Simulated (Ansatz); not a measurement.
C₃H₇BSSi, SMILES `S=CCB1C[SiH2]1`, relaxed with RKS PBE-D4/def2-SVP in Ansatz 0.2.0 from a rough embedded geometry. The force threshold is 0.03 eV/Å; the program also tests the step.

Total charge 0; spin multiplicity 1.

Start:

```xyz
13

S    -0.583   -3.093    1.589
C    -0.598   -1.828    1.059
C     0.515   -1.385    0.139
B     0.192    0.188   -0.320
C     0.019    1.231   -1.448
Si   -0.012    2.115    0.111
H    -1.446   -1.152    1.334
H     1.433   -1.395    0.666
H     0.524   -1.996   -0.715
H    -0.969    1.141   -1.906
H     0.919    1.401   -2.042
H     1.258    2.604    0.685
H    -1.252    2.170    0.849
```

```json
{"step": "1", "energy (eV)": "-22585.9023", "largest force (eV/Å)": "15.710", "largest move (Å)": "0.000"}
{"step": "2", "energy (eV)": "-22588.3972", "largest force (eV/Å)": "5.607", "largest move (Å)": "0.194"}
{"step": "3", "energy (eV)": "-22589.0805", "largest force (eV/Å)": "1.484", "largest move (Å)": "0.197"}
{"step": "4", "energy (eV)": "-22589.1678", "largest force (eV/Å)": "0.461", "largest move (Å)": "0.181"}
{"step": "5", "energy (eV)": "-22589.1900", "largest force (eV/Å)": "0.747", "largest move (Å)": "0.197"}
{"step": "6", "energy (eV)": "-22589.2020", "largest force (eV/Å)": "0.963", "largest move (Å)": "0.195"}
{"step": "7", "energy (eV)": "-22589.2897", "largest force (eV/Å)": "0.472", "largest move (Å)": "0.200"}
{"step": "8", "energy (eV)": "-22589.3476", "largest force (eV/Å)": "0.298", "largest move (Å)": "0.200"}
{"step": "9", "energy (eV)": "-22589.3621", "largest force (eV/Å)": "0.882", "largest move (Å)": "0.196"}
{"step": "10", "energy (eV)": "-22589.3936", "largest force (eV/Å)": "0.704", "largest move (Å)": "0.169"}
{"step": "11 (rejected)", "energy (eV)": "-22589.3914", "largest force (eV/Å)": "0.357", "largest move (Å)": "0.182"}
{"step": "12", "energy (eV)": "-22589.4357", "largest force (eV/Å)": "0.243", "largest move (Å)": "0.089"}
{"step": "13", "energy (eV)": "-22589.4550", "largest force (eV/Å)": "0.179", "largest move (Å)": "0.077"}
{"step": "14", "energy (eV)": "-22589.4689", "largest force (eV/Å)": "0.540", "largest move (Å)": "0.144"}
{"step": "15", "energy (eV)": "-22589.4788", "largest force (eV/Å)": "0.381", "largest move (Å)": "0.046"}
{"step": "16 (rejected)", "energy (eV)": "-22589.4566", "largest force (eV/Å)": "0.743", "largest move (Å)": "0.200"}
{"step": "17", "energy (eV)": "-22589.5014", "largest force (eV/Å)": "0.158", "largest move (Å)": "0.098"}
{"step": "18", "energy (eV)": "-22589.5075", "largest force (eV/Å)": "0.181", "largest move (Å)": "0.100"}
{"step": "19", "energy (eV)": "-22589.5122", "largest force (eV/Å)": "0.176", "largest move (Å)": "0.049"}
{"step": "20 (rejected)", "energy (eV)": "-22589.5110", "largest force (eV/Å)": "0.406", "largest move (Å)": "0.042"}
{"step": "21", "energy (eV)": "-22589.5140", "largest force (eV/Å)": "0.033", "largest move (Å)": "0.021"}
{"step": "22 (rejected)", "energy (eV)": "-22589.5138", "largest force (eV/Å)": "0.105", "largest move (Å)": "0.063"}
{"step": "23", "energy (eV)": "-22589.5146", "largest force (eV/Å)": "0.053", "largest move (Å)": "0.030"}
{"step": "24 (rejected)", "energy (eV)": "-22589.5145", "largest force (eV/Å)": "0.080", "largest move (Å)": "0.028"}
{"step": "25", "energy (eV)": "-22589.5149", "largest force (eV/Å)": "0.029", "largest move (Å)": "0.014"}
```

End:

```xyz
13

S    -1.202   -3.298    1.192
C    -0.330   -1.920    1.237
C     0.434   -1.329    0.097
B    -0.133    0.075   -0.328
C     0.103    1.036   -1.472
Si   -0.245    1.908    0.316
H    -0.295   -1.312    2.170
H     1.467   -1.081    0.451
H     0.514   -2.035   -0.754
H    -0.748    1.590   -1.919
H     0.942    0.957   -2.189
H     0.848    2.531    1.141
H    -1.355    2.880    0.058
```

It took 33 s on 4 threads of an Intel Xeon on a shared host, with 0.2 GiB of host memory at the peak.
